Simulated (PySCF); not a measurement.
A run for PySCF: D3(BJ) and D4 dispersion corrections on C2H6BCl3O (a complex), monomers drawn apart or pushed together.

```python
from pyscf import gto
from pyscf.dispersion import dftd3, dftd4

mol = gto.M(
    atom='''
    Cl    0.68045160   -1.51242531    0.89708230
    B    -0.10446912    0.09061121    1.33205578
    Cl    0.84588839    1.54141302    0.76787511
    Cl   -1.86355206    0.18960138    0.86069609
    C    -0.88201400   -0.84775775    4.15351571
    O    -0.04232897    0.11115193    3.44792510
    C     1.26524289    0.22485498    4.08018193
    H    -0.94687157   -0.51481120    5.18605851
    H    -0.43243075   -1.83656606    4.08045629
    H    -1.85304841   -0.82795189    3.67665061
    H     1.09447377    0.50349910    5.11671426
    H     1.80461508    1.00039930    3.55263921
    H     1.78232531   -0.73011948    4.00358861
    ''',
    basis='def2-svp',
    charge=0, spin=0, verbose=0, max_memory=1800)
d3, d4 = {}, {}
for xc in ['hf', 'pbe', 'blyp', 'revpbe', 'tpss', 'r2scan', 'b3lyp', 'pbe0', 'bhlyp', 'camb3lyp', 'b2plyp']:
    d3[xc] = float(dftd3.DFTD3Dispersion(mol, xc=xc, version='d3bj', atm=False).get_dispersion()['energy'])
    print(f'D3(BJ) {xc:10s} {d3[xc]:14.8f} Eh')
for xc in ['hf', 'pbe', 'blyp', 'revpbe', 'tpss', 'r2scan', 'b3lyp', 'pbe0', 'bhlyp', 'camb3lyp', 'b2plyp']:
    d4[xc] = float(dftd4.DFTD4Dispersion(mol, xc={'camb3lyp': 'cam-b3lyp'}.get(xc, xc), atm=True).get_dispersion()['energy'])
    print(f'D4     {xc:10s} {d4[xc]:14.8f} Eh')
```

Output:

```
D3(BJ) hf            -0.08472473 Eh
D3(BJ) pbe           -0.01381657 Eh
D3(BJ) blyp          -0.02950915 Eh
D3(BJ) revpbe        -0.03320799 Eh
D3(BJ) tpss          -0.01789218 Eh
D3(BJ) r2scan        -0.00426517 Eh
D3(BJ) b3lyp         -0.02423536 Eh
D3(BJ) pbe0          -0.01248362 Eh
D3(BJ) bhlyp         -0.01912193 Eh
D3(BJ) camb3lyp      -0.01191455 Eh
D3(BJ) b2plyp        -0.01164455 Eh
D4     hf            -0.04533600 Eh
D4     pbe           -0.01420600 Eh
D4     blyp          -0.03048055 Eh
D4     revpbe        -0.04044826 Eh
D4     tpss          -0.01920698 Eh
D4     r2scan        -0.00377464 Eh
D4     b3lyp         -0.02274647 Eh
D4     pbe0          -0.01227030 Eh
D4     bhlyp         -0.01742482 Eh
D4     camb3lyp      -0.01258565 Eh
D4     b2plyp        -0.01011214 Eh
```

The run finished.

Cost: around 0.06 core-seconds (rough).
